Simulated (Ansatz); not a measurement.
Consider the ligand exchange at the Al–O bond: `[NH2][AlH][OH]` + `BO` → `B[O][AlH][NH2]` + H₂O.

Computed with Ansatz on PBE0-D4/def2-TZVP structures; ΔE is electronic, products minus reactants. CCSD(T)/CBS is the MP2 limit (def2-TZVPP, def2-QZVPP) plus CCSD(T) − MP2 in def2-TZVPP, frozen cores. This one scheme is used for every species. DFT in def2-TZVPP. One conformer a species, not always the lowest.

```csv
level,ΔE (eV)
LDA (SPW92),0.05
RPA@PBE/def2-TZVPP,0.02
```

Question: What does CCSD(T)/CBS give? (Best estimate.)

Answer: Ansatz gave: -0.02 eV. The listed levels differ from it by 0.07, 0.04 eV.

Largest T1 diagnostic among the species: 0.014.

Leaving LDA and LC-ωPBE aside and taking each functional with its dispersion term where it has one, the values, not all of them listed here, spread over 0.08 eV, from BHLYP-D4 to PBE-D4. From PBE to PBE0 (25 % exact exchange), in def2-TZVPP and without D4, ΔE moves by −0.03 eV. At CCSD(T), def2-SVP lies +0.05 eV from the extrapolated value and def2-TZVPP +0.03 eV.
